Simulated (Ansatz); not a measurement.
A run for Ansatz (a program for electronic structure): R-wB97M-V/def2-TZVPP on CH6SSi (SMILES C[SiH2]S), a point of a torsion scan.

Ansatz 0.2 input:
```yaml
crystal:
  periodic: [false, false, false]
  atoms:
    - {symbol: C, position_ang: [-1.03928473, 0.55525840, 0.13754091]}
    - {symbol: Si, position_ang: [0.24013948, -0.82781214, -0.06328083]}
    - {symbol: S, position_ang: [2.18939269, -0.10424218, 0.51318566]}
    - {symbol: H, position_ang: [-2.01675631, 0.22592378, -0.20129581]}
    - {symbol: H, position_ang: [-0.76482193, 1.43321363, -0.44193258]}
    - {symbol: H, position_ang: [-1.13797947, 0.86519145, 1.17536048]}
    - {symbol: H, position_ang: [-0.06718475, -1.96573566, 0.79940763]}
    - {symbol: H, position_ang: [0.43926572, -1.21477241, -1.45130586]}
    - {symbol: H, position_ang: [1.87631506, 0.20283672, 1.76286384]}
basis:
  gaussian:
    orbitals: def2-TZVPP
hamiltonian:
  xc: {name: wB97M-V}
scf: {lower_state_search: off}
```

It printed:

```
WARN ansatz: RAYON_NUM_THREADS=1 ignored (pool sized by the plan → 1); use --threads N
Functional definition: wB97M-V
these checks for a lower state are left out or cut short: stability, starts, cluster_reference, orbital_swaps, neighbouring_geometries, increment
integrals: 0.16 GiB planned
1116 factors; their error is unknown
integrals: 0.19 GiB planned
261 factors; integrals over basis functions are off by at most 1.1e-5 eV
mean field: 1.21 GiB planned
mean field evaluation 1: about -19844.7478 eV, gradient 3.7e1 eV
mean field evaluation 2: about -19846.1168 eV, gradient 2.7e1 eV
mean field evaluation 4: about -19847.7809 eV, gradient 8.1e-1 eV
mean field evaluation 8: about -19847.7918 eV, gradient 2.9e-1 eV
mean field evaluation 16: about -19847.7919 eV, gradient 1.2e-5 eV
mean field -19847.79190542 eV, -729.3928992077 hartree, gradient 3.1e-6 eV, S^2 0.000000; 0 other end points of the search recorded, 0 dependent functions left out
reference -19847.79195321 eV, -729.3929009638 hartree; 21, 21 occupied and 178, 178 virtual orbitals, 1116 factors
Total energy: -19847.79195321 eV, -729.3929009638 hartree
Checks for a lower state left out: stability, starts, cluster_reference, orbital_swaps, neighbouring_geometries, increment
```

The calculation finished and met its thresholds.

Cost: roughly 6 core-seconds.
